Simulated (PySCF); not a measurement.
C6H9FO2 (charge +1 and doublet state).
Z-matrix (Å and degrees, GFN2-xTB geometry), rows numbered from 1:
```
C 
C   1  1.3555
C   2  1.4928  1  120.24
F   3  1.3563  2  112.48  1  -166.00
C   2  1.4829  1  121.22  3  -178.50
O   5  1.4261  2  111.58  1  -142.22
C   6  1.3220  5  114.85  2  -137.49
C   7  1.4988  6  113.82  5  -174.13
O   7  1.2058  6  122.55  5     5.77
H   1  1.0780  2  121.74  3  -177.74
H   1  1.0783  2  121.56  3     2.79
H   3  1.1011  2  110.89  1   -45.74
H   3  1.1029  2  111.28  1    73.62
H   5  1.0966  2  111.30  1   -19.04
H   5  1.1193  2  111.62  1   100.23
H   8  1.0879  7  109.12  6   -30.10
H   8  1.0872  7  109.71  6  -152.56
H   8  1.0908  7  108.51  6    88.99
```

The hyperfine couplings belong to this conformer and change with its torsions.

The species is `[CH2+][C](CF)COC(C)=O` [radical] (charge +1).

Method used: PySCF 2.14.0, UKS B3LYP, pcH-1 on C F H O, non-relativistic, mean-field spin-orbit, GIAO. Isolated species at its GFN2-xTB geometry (one conformer only). GFN2-xTB frequencies show an imaginary mode (35i cm⁻¹), so this geometry is no minimum at that level. A GFN2-xTB geometry isn't a minimum of the functional, and hyperfine couplings can be far from their values at a DFT geometry, by a factor of two or more for some ions and for spin on atoms past the first row. No stability test was run, so a lower SCF solution isn't excluded.

**Question.** What is the g tensor, term by term?

**Answer.** 
```json
{"Δg (ppm)": "relativistic mass correction", "1": "-219", "2": "-219", "3": "-219"}
{"Δg (ppm)": "gauge correction", "1": "21", "2": "39", "3": "23"}
{"Δg (ppm)": "orbital Zeeman/spin–orbit", "1": "1545", "2": "2210", "3": "4681"}
{"Δg (ppm)": "total", "1": "1346", "2": "2030", "3": "4485"}
```

So g = 2.00367, 2.00435, 2.00680 and g_iso = 2.00494; the tensor is rhombic: the two nearest values differ by 22 % of g3 − g1. Axes: g2 points within 14° of the C7–O9 bond.

**Question.** What effective moment and Curie constant follow for a powder?

**Answer.** With the mean of g² = 4.0198 and S(S+1) = 0.75: μ_eff = √(⟨g²⟩S(S+1)) = 1.736 μB and χT = 0.12505·⟨g²⟩·S(S+1) = 0.377 cm³ K/mol (cgs; spin-Hamiltonian part alone).

**Question.** At 9.703 GHz, how far is the centre of the isotropic spectrum from where a free electron (g = 2.002319) resonates?

**Answer.** B = hν/(g μB) with μB/h = 13.99624 MHz/mT gives 346.23 mT for the free electron and 345.77 mT at g_iso, 0.45 mT lower.

**Question.** What are the electron Larmor frequencies g μB B/h along the three axes at 1200 mT?

**Answer.** 33.6526, 33.6640, 33.7053 GHz for g1, g2 and g3, a range of 52.7 MHz.

**Question.** In a frozen sample, at which fields do the three g values resonate at 9.5, 34, 94 and 263 GHz (hyperfine left aside), and which band first spreads them over more than twice a line width of 1.0 mT?

**Answer.** 
```csv
band,GHz,B(g3) mT,B(g2) mT,B(g1) mT,spread mT
X,9.5,338.23,338.64,338.76,0.53
Q,34.0,1210.49,1211.98,1212.39,1.90
W,94.0,3346.66,3350.76,3351.90,5.24
J,263.0,9363.52,9374.99,9378.19,14.67
```

The spread grows in proportion to the frequency. W band is the first where it exceeds 2.0 mT.

The largest Mulliken spin populations are on C1 (+0.45), O9 (+0.32) and C2 (+0.09).

The HOMO–LUMO gaps are 6.64 eV among the α and 1.45 eV among the β orbitals.

Time: 1.7 min wall (with the writing of density and orbital grids); peak memory 1.2 GiB. Hardware: one thread of an Arm Neoverse V2, no GPU (shared host).

The SMILES draws the unpaired electron on C2; the largest computed Mulliken spin population is on C1 (0.45 against 0.09).
